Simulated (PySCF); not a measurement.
# Property card for `[C@H]1([C@H](F)C[C@@H]2CCC[C@@H]21)Cl`

Species: C8H12ClF.
SMILES with atom numbers: `[F:1][C@@H:2]1[CH2:3][C@@H:4]2[CH2:5][CH2:6][CH2:7][C@@H:8]2[C@@H:9]1[Cl:10]` (hydrogens: H11 on C2; H12, H13 on C3; H14 on C4; H15, H16 on C5; H17, H18 on C6; H19, H20 on C7; H21 on C8; H22 on C9)

Structural features include: C–F bond and C–Cl bond.

GFN2-xTB geometry:

* Point group of the GFN2-xTB geometry: C1
* Rotational constants A, B, C of the GFN2-xTB geometry: 1.724, 1.029, 0.824 GHz

From PBE0/pcSseg-1 ground state and GIAO shieldings, non-relativistic (PySCF):

- Dipole moment: 3.00 D
- HOMO energy: -8.20 eV
- LUMO energy: 0.82 eV
- HOMO–LUMO gap: 9.02 eV
- Lowest Hirshfeld atomic charge: -0.10 e on F1
- Highest Hirshfeld atomic charge: +0.06 e on C2
- 13C chemical shifts (computed TMS as zero) by class: 100.9 (C2), 69.6 (C9), 51.2 (C8), 44.5 (C4), 40.4 (C5), 40.1 (C3), 35.4 (C7), 31.5 (C6) ppm
- 1H chemical shifts (computed TMS as zero) by class: 4.91 (H11), 4.04 (H22), 2.68 (H21), 2.44 (H14), 2.15 (H19), 2.12 (H15), 1.94 (H12), 1.87 (H20), 1.78 (H17), 1.75 (H13), 1.57 (H16), 1.36 (H18) ppm
- Isotropic shieldings of nuclei other than C and H, by class: 386 (F1), 862 (Cl10) ppm
- Mayer bond orders between heavy atoms: F1–C2 0.88, C2–C3 1.01, C3–C4 1.02, C4–C5 0.99, C5–C6 1.04, C6–C7 1.04, C7–C8 1.00, C8–C9 0.98, C9–Cl10 1.05, C9–C2 0.93, C8–C4 0.98

Monoisotopic mass (most abundant isotopes): 162.0612 u.

The rotational constants make it an asymmetric top with κ = (2B − A − C)/(A − C) = -0.54, nearer the prolate limit (−1). In atomic units the dipole is 1.18 e·bohr (1 au = 2.5417 D). With B = h/(8π²I), that is 505.379 GHz u Å² over I, the principal moments of inertia are 293.1, 490.9 and 613.4 u Å² (most abundant isotopes). A dipole of 3.00 D is allowed in C1, and pure rotational transitions are dipole-allowed.

Isolated species at its GFN2-xTB geometry (one conformer only).
